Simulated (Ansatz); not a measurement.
H4O4Sn, SMILES [Sn]([OH])([OH])([OH])[OH].

Geometry: PBE0-D3(BJ)/def2-SVP. The structure was generated by enumeration; whether it is a known compound was not checked. The def2 effective core potentials stand for the cores of Sn; spin–orbit coupling is left out. Other conformers were not sampled.

Two levels are set side by side: PBE/def2-SVPD (Ansatz, a program for electronic structure) and PBE0/def2-SVPD (Ansatz). Energy differences of separate SCF runs at the same geometry; the states with an electron removed or added have multiplicity 2 and 2. Differences are taken from unrounded values.

```tsv
quantity	PBE0
vertical ionisation energy (eV)	11.32
vertical electron affinity (eV)	0.40
vertical singlet–triplet gap (eV)	5.34
```

Q: What does PBE give, and how far is it from PBE0? (The exact figures need the calculation; the answer reports its results.)

A: 
```json
[
 {"quantity": "vertical ionisation energy (eV)", "PBE": "10.49", "PBE minus PBE0": "-0.83"},
 {"quantity": "vertical electron affinity (eV)", "PBE": "0.60", "PBE minus PBE0": "0.20"},
 {"quantity": "vertical singlet–triplet gap (eV)", "PBE": "4.46", "PBE minus PBE0": "-0.88"}
]
```
